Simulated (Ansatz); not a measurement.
ClFH2O2Si, SMILES `O[Si](O)(F)Cl` at its PBE0-D4/def2-TZVP geometry, where that method's forces vanish. The species carries charge 0 and has multiplicity 1.

```xyz
7

O     1.1246   -0.7392   -0.1888
Si   -0.1648    0.2391   -0.1292
O    -1.1713   -0.2965    1.0105
F     0.3160    1.7183    0.1726
Cl   -1.1744    0.3262   -1.8810
H     1.8624   -0.5048   -0.7536
H    -0.7924   -0.7431    1.7695
```

(1) What forces (eV/Å) does ωB97M-V/def2-TZVPP give on these atoms in Ansatz? (Estimate.)

Results:

(1) The calculation gave: 
```
O1   0.114 -0.046 -0.039
Si2 -0.043 -0.023 -0.054
O3  -0.048 -0.062  0.111
F4   0.044  0.139  0.025
Cl5 -0.025  0.002 -0.049
H6  -0.014 -0.023  0.021
H7  -0.028  0.013 -0.014
```
